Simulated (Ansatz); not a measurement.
Consider the substitution at a C–Si bond: `C[SiH2]SCF` + `OC(O)Cl` → `COC(O)Cl` + `FCS[SiH3]`.

Isolated molecules relaxed with PBE0-D4/def2-TZVP in Ansatz; ΔE leaves out vibrations. CCSD(T)/CBS adds triple-zeta CCSD(T) − MP2 to the extrapolated MP2 energy (def2 sets, frozen cores). DFT in def2-TZVPP. B3LYP here is the variant with VWN-RPA as its local correlation; programs differ in this. One conformer a species, not always the lowest.

`C[SiH2]SCF`:

Cartesian coordinates in Å:
```
C 0.534 -0.266 1.712
Si 1.080 -0.511 -0.051
S 0.460 1.081 -1.351
C -1.293 0.697 -1.473
F -1.986 0.996 -0.320
H 0.874 -1.095 2.338
H -0.555 -0.209 1.767
H 0.943 0.664 2.113
H 2.561 -0.526 -0.166
H 0.517 -1.776 -0.600
H -1.441 -0.363 -1.688
H -1.695 1.308 -2.282
```

`OC(O)Cl`:

```xyz
7

O     1.066    0.120   -0.579
C    -0.204   -0.240   -0.169
O    -0.755    0.641    0.721
Cl   -0.029   -1.881    0.535
H     0.995    0.988   -0.993
H    -0.912   -0.337   -0.995
H    -0.161    0.709    1.480
```

`COC(O)Cl`:

Z-matrix (Å, degrees):
```
C
O 1 1.417
H 1 1.088 2 106.5
H 1 1.096 2 110.9 3 -118.6
H 1 1.094 2 111.5 3 119.5
C 2 1.376 1 112.7 3 179.0
Cl 6 1.796 2 105.7 1 -165.9
O 6 1.369 2 113.8 1 71.6
H 6 1.094 2 112.4 1 -49.9
H 8 0.965 6 108.0 2 57.8
```

`FCS[SiH3]`:

Z-matrix (Å, degrees):
```
C
S 1 1.802
F 1 1.373 2 112.7
H 1 1.092 2 106.5 3 118.9
H 1 1.092 2 110.6 3 -121.1
Si 2 2.139 1 99.5 3 71.8
H 6 1.483 2 112.5 1 -73.7
H 6 1.487 2 108.8 1 47.4
H 6 1.483 2 105.6 1 166.5
```

```csv
level,ΔE (kJ/mol),difference from CCSD(T)/CBS
PBE-D4,90.9,-1.0
r2SCAN-D4,91.8,-0.1
B3LYP-D4,86.3,-5.6
ωB97X-V,86.0,-5.9
B2PLYP,87.1,-4.8
PBE0,91.2,-0.7
HF/def2-TZVPP,76.8,-15.1
MP2/def2-TZVPP,94.6,2.7
CCSD/def2-TZVPP,87.6,-4.3
CCSD(T)/def2-TZVPP,88.1,-3.8
HF/def2-QZVPP,76.5,-15.4
MP2/def2-QZVPP,96.7,4.8
SCS-MP2/def2-QZVPP,89.4,-2.5
HF/CBS(def2),76.5,-15.4
MP2/CBS(def2),98.3,6.4
CCSD/CBS(def2),91.3,-0.6
CCSD(T)/CBS,91.9,0
```

Largest T1 diagnostic among the species: 0.012.

In def2-TZVPP, CCSD(T) changes the Hartree–Fock value by +11.3 kJ/mol (the triples alone add +0.5 kJ/mol) and MP2 by +17.8 kJ/mol.
